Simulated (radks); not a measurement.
Sn5+, configuration [Kr] 4d9.

All-electron calculation, non-relativistic Kohn-Sham, PBEsol, spin-polarised, spherical densities, point nucleus; open shells are filled with parallel spins first (spin-orbit coupling, left out, can overturn this in heavy ions); relativity is left out, which matters for an element this heavy. Program: a radial shooting solver on a logarithmic mesh with Libxc functionals.

Energy parts (hartree):
| part | energy |
|---|---|
| total | -6016.11582 |
| kinetic | 6013.63858 |
| electron-nucleus | -14203.30174 |
| Hartree | 2329.70560 |
| exchange-correlation | -156.15826 |

Orbitals (lengths in bohr, moments of r in powers of bohr; r(max) is where P^2 peaks):
orbital  occ.  eigenvalue (hartree)   r(max)      <r>
1s up       1             -1029.767  0.02015  0.03043
1s down     1             -1029.767  0.02015  0.03043
2s up       1             -153.9557   0.1116   0.1315
2s down     1             -153.9449   0.1116   0.1315
2p up       3             -144.1931  0.08735   0.1121
2p down     3             -144.1850  0.08734   0.1121
3s up       1             -31.48888   0.3202   0.3528
3s down     1             -31.48305   0.3202   0.3527
3p up       3             -27.46368   0.3066   0.3437
3p down     3             -27.45717   0.3067   0.3436
3d up       5             -19.99428   0.2514   0.3146
3d down     5             -19.98480   0.2515   0.3146
4s up       1              -6.84244   0.7704   0.8425
4s down     1              -6.80783   0.7702   0.8425
4p up       3              -5.49164   0.7967   0.8873
4p down     3              -5.45718   0.7965   0.8876
4d up       5              -3.22855   0.8699    1.029
4d down     4              -3.19555   0.8700    1.031

The highest occupied level is 4d down at -86.955 eV. The density falls to 0.001 e/bohr^3 at r = 2.62 bohr. The spin density at the nucleus is -0.3699 e/bohr^3 (1s -0.0261, 2s -0.2473, 3s -0.0351, 4s -0.0614). Spin moment in Bohr magnetons: 1.
